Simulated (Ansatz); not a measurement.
Stepwise reaction of `N#C[Si](Cl)(C#N)C#N` with hydrogen chloride, as a gas-phase model of exchange steps in deposition or etching. ΔE in kJ/mol; ΔG adds harmonic PBE0-D4 terms to CCSD(T)/CBS, at 1 bar.

Computed with Ansatz on PBE0-D4/def2-TZVP structures; ΔE is electronic, products minus reactants. CCSD(T)/CBS adds triple-zeta CCSD(T) − MP2 to the extrapolated MP2 energy (def2 sets, frozen cores). This one scheme is used for every species. DFT in def2-TZVPP. B3LYP here is the variant with VWN-RPA as its local correlation; programs differ in this.

| step | reaction | PBE-D4 | B3LYP-D4 | ωB97M-V | CCSD(T)/CBS | ΔG(600 K) |
| --- | --- | --- | --- | --- | --- | --- |
| 1 | `N#C[Si](Cl)(C#N)C#N` + HCl → `N#C[Si](Cl)(Cl)C#N` + `C#N` | -75.2 | -75.9 | -79.6 | -76.5 | -71.2 |
| 3 | `N#C[Si](Cl)(Cl)Cl` + HCl → `Cl[Si](Cl)(Cl)Cl` + `C#N` | -65.4 | -66.0 | -69.9 | -67.4 | -53.8 |

Question: Give the row of step 2, `N#C[Si](Cl)(Cl)C#N` + HCl → `N#C[Si](Cl)(Cl)Cl` + `C#N`. (An estimate is asked.)

Answer: Computed: 
```
step                                                  reaction  PBE-D4  B3LYP-D4  ωB97M-V  CCSD(T)/CBS  ΔG(600 K)
   2  `N#C[Si](Cl)(Cl)C#N` + HCl → `N#C[Si](Cl)(Cl)Cl` + `C#N`   -71.5     -72.0    -75.6        -72.9      -63.9
```

Question: By hand: ΔE of the 3 steps together at CCSD(T)/CBS.

Answer: (-76.5) + (-72.9) + (-67.4) = -216.8 kJ/mol, or -72.3 kJ/mol a step.

In ΔE each step is higher than the one before. All are downhill at CCSD(T)/CBS. ΔG lies between -71.2 and -53.8 kJ/mol a step. PBE-D4 differs from CCSD(T)/CBS by 1.3 to 2.0 kJ/mol a step. Isolated molecules leave out the surface, adducts and barriers. Largest T1 diagnostic: 0.014.
